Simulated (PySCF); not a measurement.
C3H3, SMILES CC#[C], multiplicity 2.

Geometry optimised at ωB97X-D3(BJ)/def2-TZVP. The isomer is the one that the SMILES or the coordinates give; other isomers of the formula were not compared.

Calculation: ωB97X-D3(BJ)/def2-TZVP in PySCF.

Frequencies are harmonic and unscaled.

```
mode  ν (cm⁻¹)  IR (km/mol)  moving atoms (share of kinetic energy)
----  --------  -----------  --------------------------------------
1          247         24.4                          C 89 %, H 11 %
2          259         88.7                          C 87 %, H 13 %
3          769        229.4                          H 80 %, C 20 %
4          888        155.7                          H 72 %, C 28 %
5          929          1.5                          C 83 %, H 17 %
6         1391          5.7                          H 83 %, C 17 %
7         1436         48.4                                  H 98 %
8         1479          6.7                                  H 93 %
9         1805        374.8                                  C 99 %
10        3051          2.0                                  H 97 %
11        3120         11.2                           H 91 %, C 9 %
12        3143          5.3                           H 91 %, C 9 %
```
